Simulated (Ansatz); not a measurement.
Basis sets compared for H12Au13⁺ (relaxed from a model of Au13(H)12, whose bonding it doesn't keep). Total charge 1; singlet. Geometry PBE-D4/def2-SVP. Ansatz on 2 threads of AMD EPYC 7R13 on a shared host and a share (18 GiB) of an NVIDIA H100 80GB HBM3; times are rough, and most runs start from earlier orbitals.

Cartesian coordinates in Å:
```
Au 0.338 -0.334 0.504
Au 0.340 2.398 1.839
Au 2.193 -2.220 1.518
Au -3.120 0.277 -0.113
Au -0.613 -1.048 -2.316
Au -2.813 -1.869 1.639
Au -0.305 -2.657 2.314
Au -1.155 1.587 -1.739
Au 3.285 1.359 -1.628
Au 2.316 -1.106 -1.190
Au 0.217 -2.964 -0.635
Au 1.129 2.843 -0.805
Au -1.500 0.426 2.440
H 1.453 3.360 0.941
H 2.802 -3.205 2.609
H -2.865 1.637 -1.100
H -1.278 0.224 -3.160
H -4.008 -0.926 0.850
H -1.930 -3.007 2.729
H 0.443 2.116 -2.297
H 2.915 3.011 -1.331
H 3.725 -0.341 -1.957
H -0.261 -4.182 -1.555
H -0.691 2.915 -0.719
H -0.618 1.705 3.162
```

In the def2 sets Au takes a core potential; there is no spin–orbit coupling. Single mean-field runs in def2-SVP, def2-TZVP are fitted with def2-universal-jkfit.

```tsv
level	functions	energy (Eh)	HOMO (eV)	LUMO (eV)	wall time
PBE-D4/def2-SVP	476	-1772.4162	-9.16	-7.65	7 s
PBE0-D4/def2-SVP	476	-1771.7721	-9.90	-7.14	8 s
```

Q: Estimate the rows for PBE-D4/def2-TZVP, PBE0-D4/def2-TZVP (with forces).

A: 
| level | functions | energy (Eh) | HOMO (eV) | LUMO (eV) | wall time |
| --- | --- | --- | --- | --- | --- |
| PBE-D4/def2-TZVP | 592 | -1772.5650 | -9.18 | -7.72 | 5 s |
| PBE0-D4/def2-TZVP (with forces) | 592 | -1771.9184 | -9.91 | -7.19 | 8.5 s |
